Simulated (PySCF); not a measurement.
Write Cartesian coordinates for InChI=1S/C2H8FNSi/c1-4(2)5-3/h5H2,1-2H3 as optimised with PBE0-D3(BJ)/def2-SVP.

```
atom  x, y, z in Å
C1    -0.8290   -1.3087   -0.3452
N2    -0.0608   -0.1351   -0.0056
C3    -0.8391    1.0727    0.1241
Si4    1.6499   -0.1191   -0.0815
F5     2.2483    0.1450   -1.5776
H6    -1.6102   -1.5036    0.4126
H7    -1.3347   -1.2118   -1.3253
H8    -0.1814   -2.1971   -0.3906
H9    -1.3356    1.3590   -0.8234
H10   -1.6292    0.9533    0.8883
H11   -0.2017    1.9141    0.4344
H12    2.1512   -1.4587    0.3234
H13    2.1478    1.0010    0.7593
```

Orientation and origin are arbitrary. Atoms count from 1 in this order. N2 (silicon-bound nitrogen) is almost planar (angles 122.4°, 121.9° and 114.5°, sum 358.8°, 0.10 Å off the plane of its three neighbours). Of the pairs four or more bonds apart, H6···H10 is among the closest relative to their van der Waals radii: 2.50 Å, 104 % of the sum of Bondi's values. Si4 (fluorine-bound silicon) is distorted tetrahedral (angles from 105.8° to 114.3°).

Bonds between heavy atoms (Å): C1–N2 1.443, N2–C3 1.443, N2–Si4 1.712, Si4–F5 1.633.

Method used: PySCF 2.14.0, PBE0-D3(BJ)/def2-SVP geometry optimisation, gas phase.

Point group: Cs (tolerance 0.08 Å). No frequency check. One conformer, not necessarily the lowest (C1–N2–Si4–F5 82°).
